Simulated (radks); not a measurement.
The numbers below are computed, except where a source is named.
Species: Rb11+. Configuration: [Ar] 3d8. Level of theory: scalar-relativistic Kohn-Sham, r2SCAN, spin-polarised, spherical densities, finite nucleus; open shells are filled with parallel spins first (spin-orbit coupling, left out, can overturn this in heavy ions); meta-GGA in the generalised Kohn-Sham scheme; Fermi nuclear charge, rms radius 4.2036 fm (a radial shooting solver on a logarithmic mesh with Libxc functionals).

Normalised radial functions P(r) = r R(r), r in bohr:

r	3p down
0.004743	0.0143
0.005934	0.0214
0.007423	0.0320
0.009362	0.0483
0.01171	0.0714
0.01465	0.1045
0.01848	0.1530
0.02312	0.2174
0.02892	0.3023
0.03648	0.4134
0.04563	0.5394
0.05709	0.6724
0.072	0.7915
0.09007	0.8487
0.1127	0.7979
0.1421	0.5791
0.1778	0.1854
0.2224	-0.3516
0.2783	-0.9245
0.3509	-1.3836
0.4391	-1.5478
0.5493	-1.3957
0.6927	-1.0047
0.8667	-0.5782
1.084	-0.2535
1.367	-0.0761
1.711	-0.0158

3p down: eigenvalue -461.55 eV, 1 radial node at r = 0.193 bohr, <r> = 0.500 bohr, 90 % of the charge inside 0.754 bohr.
